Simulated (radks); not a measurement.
Q: All-electron atom: Hf LXVII in [He] 2s2 2p2 (the NIST ground configuration). Method: Dirac Kohn-Sham, PBE, spin-unpolarised, spherical densities, point nucleus; open shells are shared between the two j in proportion to 2j + 1; computed with a radial shooting solver on a logarithmic mesh with Libxc functionals.

Spin-orbit splittings of the eigenvalues, e(l+1/2) - e(l-1/2), with zeta = 2 splitting/(2l+1) and mean radii in bohr:

shell  occ.  splitting (eV)  zeta (eV)  <r> j=l-1/2  <r> j=l+1/2
2p        2               ?          ?      0.06334      0.07046
3p        0           376.3      250.9       0.1683       0.1785

Estimate the 2p splitting.

A: 1310 eV (zeta = 873.2 eV).
